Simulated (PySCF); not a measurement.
First SCF of a structure search on triplet Ti(OH)₂, at a hand-made PBE minimum (heavy-atom frame) geometry. PySCF input:

```python
from pyscf import gto, scf, dft
mol = gto.M(atom='''
Ti     0.000007     0.000024    -0.161308
O      1.705005    -0.371849     0.282095
O     -1.705028     0.371766     0.282064
H      2.478249    -0.540556     0.839434
H     -2.478318     0.540307     0.839389''',
    basis={'Ti': 'def2-SVP', 'O': 'def2-SVP', 'H': 'def2-SVP'},
    charge=0, spin=2)
mf = dft.UKS(mol, xc='PBE')
mf.grids.atom_grid = (50, 194)
aux = {'Ti': 'def2-universal-JKFIT', 'O': 'def2-universal-JKFIT', 'H': 'def2-universal-JKFIT'}
mf = mf.density_fit(auxbasis=aux)
mf.conv_tol = 1e-08
mf.diis_space = 10
mf.max_cycle = 60
mf.init_guess = 'minao'
mf.verbose = 4
mf.kernel()
```

Excerpt of the output (cycles alone):

```
init E= -1000.47491884283
cycle= 1 E= -1000.25623280888  delta_E= 0.219  |g|= 0.884  |ddm|= 2.01
cycle= 2 E= -994.189561357052  delta_E= 6.07  |g|=  3.7  |ddm|= 2.59
cycle= 3 E= -999.889753695026  delta_E= -5.7  |g|= 0.833  |ddm|= 4.31
cycle= 4 E= -1000.03311565577  delta_E= -0.143  |g|= 1.03  |ddm|= 4.13
cycle= 5 E= -1000.39679949932  delta_E= -0.364  |g|= 0.573  |ddm|= 0.95
cycle= 6 E= -1000.53020029084  delta_E= -0.133  |g|= 0.244  |ddm|= 0.414
cycle= 7 E= -1000.56230974866  delta_E= -0.0321  |g|= 0.0447  |ddm|= 0.229
cycle= 8 E= -1000.56345895875  delta_E= -0.00115  |g|= 0.00767  |ddm|= 0.0701
cycle= 9 E= -1000.56349151091  delta_E= -3.26e-05  |g|= 0.00295  |ddm|= 0.018
cycle= 10 E= -1000.5634955322  delta_E= -4.02e-06  |g|= 0.000726  |ddm|= 0.00273
cycle= 11 E= -1000.56349593563  delta_E= -4.03e-07  |g|= 0.000417  |ddm|= 0.00254
cycle= 12 E= -1000.56349595506  delta_E= -1.94e-08  |g|= 0.00049  |ddm|= 0.00112
cycle= 13 E= -1000.56349605659  delta_E= -1.02e-07  |g|= 6.08e-05  |ddm|= 0.000372
cycle= 14 E= -1000.56349605914  delta_E= -2.55e-09  |g|= 9.32e-06  |ddm|= 0.00016
Extra cycle  E= -1000.56349605916  delta_E= -1.84e-11  |g|= 1e-05  |ddm|= 2.48e-05
converged SCF energy = -1000.56349605916  <S^2> = 2.006925  2S+1 = 3.0046131
```

No lower solution of this spin was found from smeared starts or by a stability analysis within the unrestricted form.

Other spin states or occupations of the open shell can lie lower.

The search for the lowest solution, 3 starts and the stability check together, took 28 s on 2 threads of a shared Arm Neoverse N1 host, with 69 basis functions; the process peaked at 0.41 GiB.
